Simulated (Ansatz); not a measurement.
Computed with Ansatz on PBE0-D4/def2-TZVP structures; ΔE is electronic, products minus reactants. CBS: MP2 limit from def2 TZ/QZ plus the TZ coupled-cluster correction, frozen cores. This one scheme is used for every species. DFT in def2-TZVPP. Elements past krypton have def2 core potentials. For Cd outer-core shells are correlated without core-valence functions, which leaves a few kJ/mol of doubt a bond. Each species was taken in one conformer, which may not be the lowest.

Reaction (ligand exchange at a Cd–O bond): `[SiH3][O][Cd][O][SiH3]` + HCl → `[SiH3][O][Cd][Cl]` + silanol

```
        level  ΔE (kcal/mol)
      r2SCAN0          -24.3
MP2/CBS(def2)          -22.7
```

Q: What does CCSD(T)/CBS give? (An estimate is asked.)

A: Computed: -22.6 kcal/mol. The listed levels differ from it by -1.7, -0.1 kcal/mol.

Largest T1 diagnostic among the species: 0.015.

The D4 term adds +1.0 kcal/mol with B3LYP and +0.6 kcal/mol with PBE0; it sums over pairs of atoms, weighted by their polarisabilities, and B3LYP, whose exchange is more repulsive, gets the larger term. In def2-TZVPP, CCSD(T) changes the Hartree–Fock value by +6.8 kcal/mol (the triples alone add +0.8 kcal/mol) and MP2 by +6.7 kcal/mol.

B3LYP here is the variant with VWN-RPA as its local correlation; programs differ in this.
